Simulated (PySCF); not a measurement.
One of the candidates below gave these computed data.

All candidates are C9H8O2.

* Dipole: 2.03 D [PBE0/pcSseg-1]
* Rotational structure: rotational constants A, B, C: 1.570, 0.947, 0.720 GHz [GFN2-xTB]
* 13C NMR: chemical shifts (computed TMS as zero) by class: 164.9 (1 C), 140.4 (1 C), 138.1 (1 C), 86.8 (1 C), 77.6 (1 C), 67.1 (1 C), 47.6 (1 C), 43.1 (1 C), 25.8 (1 C) ppm [GIAO PBE0/pcSseg-1]
* NMR, other nuclei: isotropic shieldings of nuclei other than C and H, by class: -103 (1 O), 115 (1 O) ppm [GIAO PBE0/pcSseg-1]
* 1H NMR: chemical shifts (computed TMS as zero) by class: 8.21 (1 H), 6.10 (1 H), 5.74 (1 H), 4.26 (1 H), 3.07 (1 H), 2.88 (1 H), 2.50 (1 H), 1.61 (1 H) ppm [GIAO PBE0/pcSseg-1]

The electronic properties come from PySCF, for the isolated species, density fitting. Levels stand in brackets. Geometry: GFN2-xTB, one conformer, isolated molecule. Each NMR value is the plain mean over a class of atoms that symmetry, rotation or inversion makes alike.

Question: Which candidate is it?
A. `C1=COC(c2ccco2)=CC1`
B. `C#C[C@@]12CC=C[C@@H]1[C@H]2OC=O`
C. `C=C(C)C1=CC=CC(=O)C1=O`

Answer: B. It is `C#C[C@@]12CC=C[C@@H]1[C@H]2OC=O`. Numbering: `[CH:1]#[C:2][C@@:3]12[CH2:4][CH:5]=[CH:6][C@@H:7]1[C@H:8]2[O:9][CH:10]=[O:11]`. Its formula, C9H8O2, gives 6 degrees of unsaturation: 2 rings and 4 π bonds in the structure found. 9 carbons fall into 9 classes; from least to most shielded: ester carbonyl carbon [C10] (164.9 ppm), alkene CH carbon [C5] (140.4 ppm), alkene CH carbon [C6] (138.1 ppm), alkyne carbon [C2] (86.8 ppm), terminal alkyne carbon [C1] (77.6 ppm), ring sp3 carbon bound to oxygen [C8] (67.1 ppm), allylic carbon [C4] (47.6 ppm), sp3 carbon at a ring junction [C7] (43.1 ppm), sp3 carbon at a ring junction [C3] (25.8 ppm). Hydrogen classes from least to most shielded: 1 H on an ester carbonyl carbon, C10 (8.21 ppm), 1 H on an alkene CH carbon, C6 (6.10 ppm), 1 H on an alkene CH carbon, C5 (5.74 ppm), 1 H on an sp3 carbon bound to oxygen, C8 (4.26 ppm), 1 H on an allylic carbon, C4 (3.07 ppm), 1 H on an allylic carbon, C4 (2.88 ppm), 1 H on an sp3 carbon at a ring junction, C7 (2.50 ppm), 1 H on a terminal alkyne carbon, C1 (1.61 ppm). The other shieldings belong to: -103 ppm, ester carbonyl oxygen [O11]; 115 ppm, ester single-bonded oxygen [O9]. The optimised geometry has point group C1 and is an asymmetric top.

The others, at the same levels:
- `C1=COC(c2ccco2)=CC1` fails: its computed 13C shifts are 155.5 (1 C), 149.7 (1 C), 148.2 (1 C), 146.9 (1 C), 118.2 (1 C), 113.9 (1 C), 105.9 (1 C), 101.8 (1 C), 25.1 (1 C) ppm, 1H shifts are 7.47 (1 H), 6.74 (1 H), 6.66 (1 H), 6.59 (1 H), 5.59 (1 H), 4.87 (1 H), 3.18 (2 H) ppm and rotational constant A is 3.400 GHz (against 1.570 GHz).
- `C=C(C)C1=CC=CC(=O)C1=O` fails: its computed 13C shifts are 191.9 (1 C), 191.3 (1 C), 149.8 (1 C), 146.3 (1 C), 143.2 (1 C), 137.1 (1 C), 133.8 (1 C), 133.3 (1 C), 24.5 (1 C) ppm, 1H shifts are 7.13 (1 H), 6.55 (1 H), 6.11 (1 H), 6.06 (1 H), 5.99 (1 H), 2.02 (3 H) ppm and rotational constant A is 2.000 GHz (against 1.570 GHz).

Each candidate is one conformer, not necessarily the lowest. Dipoles, sizes and rotational constants follow the conformer. The torsions of the flexible species, by atom-mapped SMILES:
- `[CH:1]1=[CH:2][O:3][C:4]([c:5]2[cH:6][cH:7][cH:8][o:9]2)=[CH:10][CH2:11]1`: O3–C4–C5–C6 0°
- `[CH2:1]=[C:2]([CH3:3])[C:4]1=[CH:5][CH:6]=[CH:7][C:8](=[O:9])[C:10]1=[O:11]`: C1–C2–C4–C5 156°

The conformers of `C#C[C@@]12CC=C[C@@H]1[C@H]2OC=O` aren't listed.
